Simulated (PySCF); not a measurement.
PBEsol on Sb⁻ (antimony, charge -1), [Kr] 4d10 5s2 5p4, high-spin 3P determinant. Calculation: PySCF 2.14, in aug-cc-pwCVDZ-PP with ECP28MDF (6s5p4d1f, 48 functions); a scalar-relativistic core potential.

```
cycle= 1 E= -239.98055215368  delta_E= -0.0112  |g|= 0.0636  |ddm|= 1.11
cycle= 2 E= -239.981053106492  delta_E= -0.000501  |g|= 0.0417  |ddm|= 0.208
cycle= 3 E= -239.981503970787  delta_E= -0.000451  |g|= 0.00163  |ddm|= 0.0936
cycle= 4 E= -239.981506245178  delta_E= -2.27e-06  |g|= 0.0014  |ddm|= 0.0109
cycle= 5 E= -239.981507816418  delta_E= -1.57e-06  |g|= 0.000174  |ddm|= 0.00525
cycle= 6 E= -239.981507866275  delta_E= -4.99e-08  |g|= 9.22e-06  |ddm|= 0.00134
cycle= 7 E= -239.981507866452  delta_E= -1.77e-10  |g|= 9.41e-07  |ddm|= 6.16e-05
converged SCF energy = -239.981507866452  <S^2> = 2.0053012  2S+1 = 3.0035321
```

Highest occupied orbital energy: 1.506 eV; ⟨L²⟩ = 2.02; populations by l: s 4.00, p 10.00, d 10.00, f 0.00.

(1) Can this result be used?

## Answers

(1) With care. The run converged. Energies and moments cover only the electrons outside the core potential. At PBEsol the highest occupied level has a positive energy, so only the finite basis holds that electron; in a semilocal or global hybrid functional this comes from self-interaction and does not mean that the real anion is unbound.
